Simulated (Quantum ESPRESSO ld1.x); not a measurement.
Q: The table gives one normalised radial function P(r) = r R(r) of Eu62+ in 1s1 (r in bohr). Method: scalar-relativistic Kohn-Sham, LDA (Slater exchange, Perdew-Zunger correlation), spin-polarised, spherical densities, point nucleus; open shells are filled with parallel spins first (spin-orbit coupling, left out, can overturn this in heavy ions); computed with ld1.x of Quantum ESPRESSO 7.5.

r,P
0.001816,2.1065
0.002114,2.3660
0.002442,2.6339
0.002842,2.9393
0.003309,3.2666
0.003821,3.5942
0.004449,3.9542
0.005179,4.3221
0.005981,4.6696
0.006963,5.0238
0.008106,5.3503
0.009437,5.6312
0.0109,5.8365
0.01269,5.9682
0.01477,5.9911
0.01706,5.8950
0.01986,5.6566
0.02312,5.2731
0.0267,4.7834
0.03108,4.1552
0.03618,3.4499
0.04212,2.7174
0.04865,2.0487
0.05663,1.4190
0.06593,0.9052
0.07614,0.5413
0.08864,0.2824

Which n and l does it have? It may be an empty orbital.

A: n = 1, l = 0: the number of nodes gives n - l - 1 = 0, the rise at small r (about r^(l+1), flatter next to the nucleus through relativity) gives l, and the extent must fit the shell. The curve is that of 1s up; the table hardly tells the two spins apart. 1s up: eigenvalue -56708 eV, 0 radial nodes, <r> = 0.0221 bohr, 90 % of the charge inside 0.0398 bohr.
